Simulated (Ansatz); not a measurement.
An input meant for tetraphenylsilane, `c1ccc([Si](c2ccccc2)(c2ccccc2)c2ccccc2)cc1` (charge 0, singlet; scaled by 1.05).

```yaml
crystal:
  periodic: [false, false, false]
  atoms:
    - {symbol: C, position_ang: [4.657321, -1.597900, 0.610604]}
    - {symbol: C, position_ang: [3.573771, -2.573114, 0.393086]}
    - {symbol: C, position_ang: [2.188410, -2.107654, 0.200020]}
    - {symbol: C, position_ang: [1.859450, -0.661954, 0.218740]}
    - {symbol: Si, position_ang: [-0.001219, -0.000225, -0.000505]}
    - {symbol: C, position_ang: [-0.767963, 0.478036, 1.769083]}
    - {symbol: C, position_ang: [0.085518, 0.721457, 2.956932]}
    - {symbol: C, position_ang: [-0.507157, 1.101564, 4.252090]}
    - {symbol: C, position_ang: [-1.968192, 1.246757, 4.381789]}
    - {symbol: C, position_ang: [-2.834681, 1.007209, 3.212941]}
    - {symbol: C, position_ang: [-2.238307, 0.623050, 1.921371]}
    - {symbol: C, position_ang: [0.042419, 1.598521, -1.179561]}
    - {symbol: C, position_ang: [0.905626, 1.599750, -2.388241]}
    - {symbol: C, position_ang: [0.938235, 2.758322, -3.298162]}
    - {symbol: C, position_ang: [0.110268, 3.944054, -3.010292]}
    - {symbol: C, position_ang: [-0.748670, 3.963979, -1.812641]}
    - {symbol: C, position_ang: [-0.781464, 2.800908, -0.907373]}
    - {symbol: C, position_ang: [-1.137499, -1.415336, -0.809978]}
    - {symbol: C, position_ang: [-1.491560, -1.412696, -2.249905]}
    - {symbol: C, position_ang: [-2.313708, -2.489372, -2.831242]}
    - {symbol: C, position_ang: [-2.796309, -3.591843, -1.980318]}
    - {symbol: C, position_ang: [-2.456770, -3.612182, -0.545527]}
    - {symbol: C, position_ang: [-1.638490, -2.531511, 0.032337]}
    - {symbol: C, position_ang: [2.965929, 0.305552, 0.432461]}
    - {symbol: C, position_ang: [4.351403, -0.155531, 0.630719]}
    - {symbol: H, position_ang: [5.744588, -1.961851, 0.758923]}
    - {symbol: H, position_ang: [3.809702, -3.704665, 0.368345]}
    - {symbol: H, position_ang: [1.348650, -2.883931, 0.022982]}
    - {symbol: H, position_ang: [1.233455, 0.603496, 2.870938]}
    - {symbol: H, position_ang: [0.175935, 1.280509, 5.167558]}
    - {symbol: H, position_ang: [-2.434200, 1.541385, 5.398002]}
    - {symbol: H, position_ang: [-3.981878, 1.113950, 3.310105]}
    - {symbol: H, position_ang: [-2.932017, 0.423214, 1.016589]}
    - {symbol: H, position_ang: [1.572293, 0.682134, -2.619025]}
    - {symbol: H, position_ang: [1.618039, 2.738991, -4.233243]}
    - {symbol: H, position_ang: [0.139666, 4.857212, -3.718743]}
    - {symbol: H, position_ang: [-1.393980, 4.894286, -1.578504]}
    - {symbol: H, position_ang: [-1.454576, 2.832879, 0.033369]}
    - {symbol: H, position_ang: [-1.125411, -0.549426, -2.927940]}
    - {symbol: H, position_ang: [-2.583802, -2.464545, -3.955123]}
    - {symbol: H, position_ang: [-3.444119, -4.434826, -2.434569]}
    - {symbol: H, position_ang: [-2.837403, -4.471342, 0.128143]}
    - {symbol: H, position_ang: [-1.392807, -2.553173, 1.163247]}
    - {symbol: H, position_ang: [2.743407, 1.441433, 0.435068]}
    - {symbol: H, position_ang: [5.198097, 0.614451, 0.795452]}
basis:
  gaussian: {orbitals: def2-SVP, fitting: {mean_field: def2-universal-jkfit}}
magnetization: {spin_polarized: true, initial_magnetization: 0}
hamiltonian: {xc: {name: HF}}
correlation: {active_space: {window: {electrons: 6, orbitals: 2}}}
scf: {omitted_lower_state_checks: [starts]}
output: {forces: true}
```

```sh
$ ansatz run in.yaml --threads 2 --pin off --events-out ev --progress --plain --max-ram 32768MiB --backend cuda --devices 0, --max-vram 18GiB
```

Output, abridged:

```
Error: invalid value for `correlation.active_space`: it starts from restricted Hartree–Fock orbitals; set hamiltonian.xc: hf without magnetization.spin_polarized
```
